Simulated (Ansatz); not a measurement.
C₃H₇FSi, SMILES `C=C[SiH](C)F`. The species carries charge 0 and has multiplicity 1. The geometry is a stationary point of PBE0-D4/def2-TZVP. It is one conformer, not always the lowest.

```xyz
12

C    -1.238    1.859   -0.022
C    -0.799    0.760    0.587
Si   -0.188   -0.705   -0.365
C     1.555   -1.166    0.071
F    -1.120   -1.974   -0.037
H    -1.281    1.930   -1.106
H    -1.573    2.736    0.526
H    -0.781    0.748    1.677
H    -0.335   -0.410   -1.815
H     1.873   -2.055   -0.480
H     2.238   -0.349   -0.176
H     1.649   -1.376    1.139
```

Question: What is the dipole moment at r2SCAN/def2-TZVPP? (Estimate.)

Answer: The calculation gave: 1.85 D, with components (1.14, 1.42, 0.29) D in this frame, pointing from negative to positive charge.

Question: And with PBE, B3LYP, ωB97M-V? (Best estimate.)

Answer: Computed: PBE 1.80 D, B3LYP 1.87 D, ωB97M-V 1.86 D.

Question: Give the Mulliken charges with r2SCAN, B3LYP, ωB97M-V in def2-TZVPP. (Best estimate.)

Answer: Ansatz gave: 
```tsv
atom	r2SCAN	B3LYP	ωB97M-V
C1	-0.13	-0.19	-0.18
C2	-0.23	-0.22	-0.26
Si3	0.68	0.67	0.63
C4	-0.32	-0.40	-0.46
F5	-0.34	-0.34	-0.33
H6	0.08	0.10	0.10
H7	0.08	0.11	0.11
H8	0.07	0.09	0.10
H9	-0.12	-0.13	-0.08
H10	0.08	0.11	0.12
H11	0.08	0.10	0.12
H12	0.08	0.10	0.12
```

B3LYP here is the variant with VWN-RPA as its local correlation; programs differ in this.
